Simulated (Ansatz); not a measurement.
Born–Oppenheimer molecular dynamics of FH5O2W (9 atoms, charge 0, multiplicity 1). It starts from a relaxed structure.

These are results of RHF/def2-SVP (Ansatz 0.2.0), not measurements.

* ensemble: NVT, Langevin thermostat
* time step: 0.5 fs
* steps asked: 150
* set temperature: 1000 K
* friction: 0.02 /fs
* masses: H 2.014 u
* seed: 793745

First frame:

```xyz
9
Properties=species:S:1:pos:R:3
W -0.163 0.063 -0.048
F -0.194 -0.135 1.826
H 1.510 0.032 0.273
H 0.758 1.430 0.219
O -2.074 0.009 0.155
H -2.689 -0.097 0.864
H 0.746 -1.334 -0.102
O -0.028 0.284 -1.849
H 0.164 0.413 -2.762
```

Q: How far do the bonds stretch over the last three quarters of this one trajectory? (Pairs bonded in most of those frames.)

A: 
| bond | mean (Å) | spread (Å) | shortest | longest |
| --- | --- | --- | --- | --- |
| W1–F2 | 1.902 | 0.022 | 1.87 | 1.93 |
| W1–H3 | 1.771 | 0.090 | 1.63 | 2.00 |
| W1–H4 | 1.673 | 0.052 | 1.60 | 1.76 |
| W1–O5 | 1.902 | 0.072 | 1.79 | 2.01 |
| W1–H7 | 1.774 | 0.120 | 1.57 | 2.03 |
| W1–O8 | 1.832 | 0.030 | 1.78 | 1.88 |
| O5–H6 | 0.951 | 0.053 | 0.86 | 1.04 |
| O8–H9 | 0.944 | 0.044 | 0.88 | 1.01 |

Mean temperature of the second half: 819 K. The mean temperature of the second half is 18 % below the set value. A run of 0.075 ps of so small a system gives no equilibrium averages.

The run took 5.1 min on 1 thread of Intel(R) Xeon(R) Platinum 8375C CPU @ 2.90GHz (Ice Lake), with other jobs on the host, peak memory 0.2 GiB.
